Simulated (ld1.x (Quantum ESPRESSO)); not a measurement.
Transferability test, TM potential for copper (Cu)

ld1.x (Quantum ESPRESSO) 7.5 input, shortened:

```
&input
   title='Cu', zed=29., rel=1, dft='PBESOL', iswitch=3,
   config='[Ar] 3d9 4s2 4p0 4f-2'
 /
 &inputp
   pseudotype=2, tm=.true., lloc=0,
   nlcc=.true., new_core_ps=.true., rcore=0.85
 /
4
4P  2  1   0.00   0.00  3.45  3.45  0.0
3D  3  2   9.00   0.00  1.45  1.45  0.0
4F  4  3  -2.00   0.05  3.00  3.00  0.0
4S  1  0   2.00   0.00  2.00  2.00  0.0
 &test
   configts(1)='3d9 4s2 4p0'
 /
```

Energies are relative to the spin-unpolarised reference configuration 3d9 4s2 4p0; without spin polarisation the order of configurations can differ from experiment. The frozen-core shift is the all-electron ΔE with the core orbitals held at their reference shape minus the fully relaxed ΔE.

```json
{"valence configuration": "3d10 4s1 4p0", "charge": "0", "ΔE all-electron (eV)": "-1.985", "error AE − PS (meV)": "-243", "frozen-core shift (meV)": "+63"}
{"valence configuration": "3d10 4s0 4p0", "charge": "+1", "ΔE all-electron (eV)": "6.118", "error AE − PS (meV)": "-369", "frozen-core shift (meV)": "+99"}
{"valence configuration": "3d10 4s0.5 4p0", "charge": "+0.5", "ΔE all-electron (eV)": "1.169", "error AE − PS (meV)": "-300", "frozen-core shift (meV)": "+79"}
{"valence configuration": "3d9 4s1 4p1", "charge": "0", "ΔE all-electron (eV)": "4.878", "error AE − PS (meV)": "+1.2", "frozen-core shift (meV)": "+1.1"}
{"valence configuration": "3d7 4s0 4p0", "charge": "+4", "ΔE all-electron (eV)": "126.098", "error AE − PS (meV)": "-1878", "frozen-core shift (meV)": "+1079"}
```

What are ΔE and the potential's error for 3d9 4s0 4p0?

ΔE = 27.431 eV all-electron; the error (AE − PS) is -44 meV.

What are ΔE and the potential's error for 3d10 4s0 4p1?

ΔE = 2.185 eV all-electron; the error (AE − PS) is -303 meV.
